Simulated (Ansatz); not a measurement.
```yaml
crystal:
  periodic: [false, false, false]
  atoms:
    - {symbol: Be, position_ang: [0.678108, -0.389863, -1.137366]}
    - {symbol: H, position_ang: [1.342194, -0.760309, -2.224709]}
    - {symbol: Br, position_ang: [-0.226102, 1.532166, -0.659992]}
    - {symbol: Be, position_ang: [-0.680102, 0.389174, 1.136401]}
    - {symbol: H, position_ang: [-1.321452, 0.767497, 2.234639]}
    - {symbol: Br, position_ang: [0.207354, -1.538655, 0.651016]}
basis:
  gaussian: {orbitals: "6-31G*", point_charges: [{charge: -1.00, position_ang: [4.872, 0.577, 0.013]}]}
magnetization: {spin_polarized: true, initial_magnetization: 2}
hamiltonian: {xc: {name: wB97M-V}}
output: {forces: true}
```

```sh
$ ansatz run in.yaml --threads 4 --pin off --events-out ev --progress --plain --max-ram 3916MiB
```

Output, abridged:

```
Functional definition: wB97M-V
1008 factors; integrals over basis functions are off by at most 5.6e-4 eV
230 factors; integrals over basis functions are off by at most 1.0e-5 eV
mean field evaluation 1: about -140897.6897 eV, gradient 1.3e1 eV
mean field evaluation 2: about -140898.9537 eV, gradient 1.1e1 eV
mean field evaluation 4: about -140900.1198 eV, gradient 1.8e0 eV
mean field evaluation 8: about -140900.4135 eV, gradient 3.6e-1 eV
mean field evaluation 16: about -140900.4191 eV, gradient 2.5e-3 eV
mean field evaluation 32: about -140899.5461 eV, gradient 6.8e0 eV
mean field -140900.41907406 eV, -5177.9948952375 hartree, gradient 5.6e-6 eV, S^2 2.004248; 4 other end points of the search recorded, 0 dependent functions left out
reference -140900.41911403 eV, -5177.9948967064 hartree; 41, 39 occupied and 63, 65 virtual orbitals, 1008 factors
Total energy: -140900.41911403 eV, -5177.9948967064 hartree
Atom 0 at     0.678108    -0.389863    -1.137366 Å, force     0.066169     0.309402     0.735245 eV/Å
Atom 1 at     1.342194    -0.760309    -2.224709 Å, force    -0.149157    -0.099565    -0.194297 eV/Å
Atom 2 at    -0.226102     1.532166    -0.659992 Å, force    -0.107595     0.146548     0.171952 eV/Å
Atom 3 at    -0.680102     0.389174     1.136401 Å, force     1.309301    -1.001706    -2.779513 eV/Å
Atom 4 at    -1.321452     0.767497     2.234639 Å, force    -0.940806     0.650587     1.843623 eV/Å
Atom 5 at     0.207354    -1.538655     0.651016 Å, force    -0.089098     0.009185     0.232698 eV/Å
Dipole moment:     0.134340     0.109097     0.232449 e Å
```

Hardware: 4 threads of Intel Xeon on a shared host. Wall time 25 s, peak host memory 0.57 GiB.

The 6-31G sets use Cartesian d functions.
